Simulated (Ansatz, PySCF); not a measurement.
H3Al, triplet, at a GFN2-xTB geometry (such geometries of metal compounds can be far from the true shape) (a higher spin typed on purpose: for a closed-shell molecule this is an excited state). Base run: MP2/def2-TZVP in PySCF.

Input for PySCF:
```python
from pyscf import gto, scf, mp

mol = gto.Mole()
mol.atom = '''
    Al   -0.008521    0.116017    0.094059
    H     0.592355   -1.441775    0.613279
    H    -0.412095    1.227768   -0.982922
    H    -0.069489   -1.294210   -0.853122
'''
mol.basis = 'def2-tzvp'
mol.charge = 0
mol.spin = 2
mol.verbose = 4
mol.build()

mf = scf.UHF(mol)
mf.kernel()

pt = mp.MP2(mf)
pt.kernel()
print('E(MP2) = %.10f' % pt.e_tot)
```

The same geometry, method and basis name were run in Ansatz (a first-principles code) and PySCF, at each program's defaults and at the settings that a row names. The base is PySCF at its defaults. Differences at the defaults can come from grids, fitting, cores and function types together.

| code and settings | ΔE vs base (mEh) | basis functions | E (Eh) | SCF cycles | SCF-reference dipole (D) |
|---|---|---|---|---|---|
| PySCF, defaults (exact integrals, spherical functions, all electrons correlated) | 0.000 | 55 | -243.68788 | 14 | 1.04 |
| Ansatz, defaults (factorised integrals, spherical functions, frozen core) | 117.0 | 55 | -243.57091 | - | - |
| PySCF, frozen core | 117.0 | 55 | -243.57091 | 14 | 1.04 |
| Ansatz, high accuracy, frozen core | 117.0 | 55 | -243.57091 | - | - |

Open shells are given as the SCF converged; they aren't shown to be the lowest states, and a large step between rows can be another state.
